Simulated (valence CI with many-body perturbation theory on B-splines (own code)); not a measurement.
## Forbidden lines of Tb15+

Calculated by valence CI with perturbative core correlation (CI+MBPT): four valence electrons over a frozen Dirac-Fock core [Kr] 4d10, a basis of 7 s, 7 p, 7 d, 7 f, 4 g, 2 h functions for each j, with the one-electron correlation potential Σ1 (screened to all orders), the two-electron term Σ2, the three-electron term Σ3, Breit, model QED; selected single and double excitations, second order for the rest, scaled by the run's own slope (own B-spline code, finite nucleus).

No measured levels were compared; by estimate terms of the open shell hold to a few per cent of their energy, and close levels can change places; configurations with another count of f electrons can be misplaced by thousands of cm⁻¹.

Lines 51 to 100 of 118 in falling wavelength, among levels below 181610 cm⁻¹, chosen from the decays that carry over 1 % of a level's rate. Wavelengths and rates use the calculated energies, so an error of 2000 cm⁻¹ moves a line at 959.2 nm by 19 % and its rate by three times that or more. Electric multipoles are in the length gauge, E1 and E2 with the static RPA response of the core. Weak lines are less certain than strong ones. Lines between different terms over intervals too small for the method are left out, as are lines whose strength nearly cancels. Where a level lies close to another of its J and parity, the split of strength between their lines is uncertain.

Names give the largest LS component (configuration and term), which can be under half, so a name can repeat, a term be missing and a line seem to break the LS rules; names also repeat where a configuration has a term twice. Letters in brackets count levels of one name in rising energy.

| λ vac (nm) | Upper | Lower | Type | A (s⁻¹) | Branch % |
| --- | --- | --- | --- | --- | --- |
| 959.2 | 4f⁴ ³L_7 | 4f⁴ ³K_7 [a] | M1 | 7.08e+00 | 24.1 |
| 928.7 | 4f⁴ ³L_9 | 4f⁴ ³K_8 [a] | M1 | 9.37e+00 | 86.0 |
| 928.2 | 4f⁴ ⁵G_4 | 4f⁴ ⁵F_4 | M1 | 1.72e+00 | 6.2 |
| 879.4 | 4f⁴ ³P_1 [a] | 4f⁴ ⁵G_2 | M1 | 5.47e-01 | 2.0 |
| 875.9 | 4f⁴ ⁵G_5 | 4f⁴ ⁵F_5 | M1 | 9.96e-01 | 4.2 |
| 826.3 | 4f⁴ ⁵G_6 | 4f⁴ ⁵F_5 | M1 | 3.18e+00 | 16.4 |
| 795.9 | 4f⁴ ³L_8 | 4f⁴ ³K_7 [a] | M1 | 1.01e+00 | 5.0 |
| 770.1 | 4f⁴ ³L_7 | 4f⁴ ³K_6 [a] | M1 | 1.53e+01 | 51.9 |
| 747.7 | 4f⁴ ¹L_8 [a] | 4f⁴ ³K_7 [a] | M1 | 1.10e+01 | 75.9 |
| 726.6 | 4f⁴ ³D_2 [a] | 4f⁴ ⁵S_2 | M1 | 8.86e+00 | 27.1 |
| 717.2 | 4f⁴ ³D_3 [a] | 4f⁴ ⁵G_3 | M1 | 1.71e+00 | 10.1 |
| 713.4 | 4f⁴ ³G_3 [a] | 4f⁴ ⁵F_3 | M1 | 4.75e+00 | 26.1 |
| 675.2 | 4f⁴ ³G_4 [a] | 4f⁴ ³H_4 [a] | M1 | 1.76e+01 | 36.4 |
| 673.9 | 4f⁴ ¹D_2 [a] | 4f⁴ ⁵G_2 | M1 | 4.22e-01 | 1.6 |
| 667.8 | 4f⁴ ³D_2 [a] | 4f⁴ ⁵F_3 | M1 | 1.34e+01 | 41.1 |
| 651.7 | 4f⁴ ³D_3 [a] | 4f⁴ ³H_4 [a] | M1 | 3.25e+00 | 19.1 |
| 646.3 | 4f⁴ ³G_4 [a] | 4f⁴ ⁵F_5 | M1 | 4.10e+00 | 8.4 |
| 615.5 | 4f⁴ ³G_3 [a] | 4f⁴ ⁵F_2 | M1 | 2.97e+00 | 16.3 |
| 611.0 | 4f⁴ ³P_1 [a] | 4f⁴ ⁵S_2 | M1 | 1.25e+01 | 46.3 |
| 581.3 | 4f⁴ ³D_2 [a] | 4f⁴ ⁵F_2 | M1 | 7.59e-01 | 2.3 |
| 560.0 | 4f⁴ ³D_2 [a] | 4f⁴ ⁵F_1 | M1 | 7.48e+00 | 22.9 |
| 508.9 | 4f⁴ ³D_3 [a] | 4f⁴ ⁵F_4 | M1 | 6.54e+00 | 38.5 |
| 504.9 | 4f⁴ ³P_1 [a] | 4f⁴ ⁵F_2 | M1 | 3.18e+00 | 11.8 |
| 504.2 | 4f⁴ ¹D_2 [a] | 4f⁴ ⁵S_2 | M1 | 1.18e+01 | 43.6 |
| 501.8 | 4f⁴ ³D_3 [a] | 4f⁴ ⁵S_2 | M1 | 1.57e+00 | 9.2 |
| 498.5 | 4f⁴ ³K_8 [a] | 4f⁴ ⁵I_8 | M1 | 2.06e+01 | 67.2 |
| 488.7 | 4f⁴ ³P_1 [a] | 4f⁴ ⁵F_1 | M1 | 1.03e+01 | 38.2 |
| 485.4 | 4f⁴ ³G_4 [a] | 4f⁴ ⁵F_3 | M1 | 5.17e+00 | 10.7 |
| 482.1 | 4f⁴ ³K_7 [a] | 4f⁴ ⁵I_7 | M1 | 1.37e+01 | 44.0 |
| 475.2 | 4f⁴ ¹D_2 [a] | 4f⁴ ⁵F_3 | M1 | 2.03e+00 | 7.5 |
| 473.1 | 4f⁴ ³D_3 [a] | 4f⁴ ⁵F_3 | M1 | 3.60e-01 | 2.1 |
| 453.5 | 4f⁴ ³K_6 [a] | 4f⁴ ⁵I_6 | M1 | 6.80e+00 | 28.1 |
| 429.7 | 4f⁴ ¹D_2 [a] | 4f⁴ ⁵F_2 | M1 | 1.19e+00 | 4.4 |
| 424.8 | 4f⁴ ⁵F_5 | 4f⁴ ⁵I_6 | M1 | 1.30e+00 | 34.0 |
| 422.2 | 4f⁴ ³P_0 [a] | 4f⁴ ⁵F_1 | M1 | 2.05e+00 | 67.7 |
| 420.8 | 4f⁴ ⁵F_4 | 4f⁴ ⁵I_5 | M1 | 2.84e+00 | 28.2 |
| 420.5 | 4f⁴ ⁵F_2 | 4f⁴ ⁵I_4 | E2 | 5.56e-04 | 3.4 |
| 419.1 | 4f⁴ ³K_8 [a] | 4f⁴ ⁵I_7 | M1 | 9.49e+00 | 30.9 |
| 417.9 | 4f⁴ ¹D_2 [a] | 4f⁴ ⁵F_1 | M1 | 1.08e+01 | 39.8 |
| 406.3 | 4f⁴ ³K_7 [a] | 4f⁴ ⁵I_6 | M1 | 1.71e+01 | 54.8 |
| 385.8 | 4f⁴ ³K_6 [a] | 4f⁴ ⁵I_5 | M1 | 1.73e+01 | 71.5 |
| 384.4 | 4f⁴ ⁵F_3 | 4f⁴ ⁵I_4 | M1 | 7.13e-02 | 9.9 |
| 364.9 | 4f⁴ ⁵F_5 | 4f⁴ ⁵I_5 | M1 | 1.17e+00 | 30.7 |
| 363.7 | 4f⁴ ⁵F_4 | 4f⁴ ⁵I_4 | M1 | 7.11e+00 | 70.5 |
| 356.3 | 4f⁴ ³H_4 [a] | 4f⁴ ⁵I_5 | M1 | 1.35e+01 | 33.7 |
| 339.3 | 4f⁴ ⁵G_3 | 4f⁴ ⁵I_5 | E2 | 7.54e-02 | 2.0 |
| 339.0 | 4f⁴ ³L_8 | 4f⁴ ⁵I_8 | M1 | 5.85e+00 | 29.0 |
| 337.2 | 4f⁴ ³H_5 [a] | 4f⁴ ⁵I_6 | M1 | 1.72e+01 | 50.7 |
| 329.9 | 4f⁴ ¹L_8 [a] | 4f⁴ ⁵I_8 | M1 | 1.78e-01 | 1.2 |
| 324.4 | 4f⁴ ³L_9 | 4f⁴ ⁵I_8 | M1 | 1.49e+00 | 13.7 |
